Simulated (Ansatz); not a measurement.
Calculated with Ansatz (gas phase, PBE0-D4/def2-TZVP geometries, no zero-point term in ΔE). CCSD(T)/CBS is the MP2 limit (def2-TZVPP, def2-QZVPP) plus CCSD(T) − MP2 in def2-TZVPP, frozen cores. This one scheme is used for every species. DFT in def2-TZVPP. One conformer a species, not always the lowest.

Consider the formal exchange of groups at the Si–B bond: `B[SiH2]N[SiH2]F` + SiH₄ → `F[SiH2]N[SiH2][SiH3]` + BH₃.

```
             level  ΔE (kcal/mol)  difference from CCSD(T)/CBS
            B2PLYP           -5.1                         -0.2
            r2SCAN           -3.5                          1.4
     HF/def2-TZVPP           -8.6                         -3.7
SCS-MP2/def2-TZVPP           -5.2                         -0.3
   CCSD/def2-TZVPP           -5.1                         -0.2
     HF/def2-QZVPP           -8.7                         -3.8
    MP2/def2-QZVPP           -4.9                          0.0
SCS-MP2/def2-QZVPP           -5.4                         -0.5
     MP2/CBS(def2)           -5.0                         -0.1
    CCSD/CBS(def2)           -5.4                         -0.5
       CCSD(T)/CBS           -4.9                            0
```

Largest T1 diagnostic among the species: 0.012.

In def2-TZVPP, CCSD(T) changes the Hartree–Fock value by +4.1 kcal/mol (the triples alone add +0.6 kcal/mol) and MP2 by +4.0 kcal/mol.
